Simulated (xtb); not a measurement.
xtb input:

```bash
xtb mol.xyz --gfn 2 --sp --chrg 1 --uhf 0
```
mol.xyz:
```
8

S      1.63749348    -0.85657043     0.01723066
B      0.15035036     0.09925538     0.06931417
S     -0.30613823     1.75408841     0.49482111
S     -1.37470609    -0.90903685    -0.62550926
H      2.47409706     0.11623161     0.42400917
H      0.92843983     2.19233671     0.80380907
H     -1.14427268    -2.09746585    -0.02354289
H     -2.31640259    -0.52307739     0.26447364
```

Q: What final total energy does it print?

A: -12.58135 Eh (GFN2-xTB).

It need not be the lowest isomer of its formula.
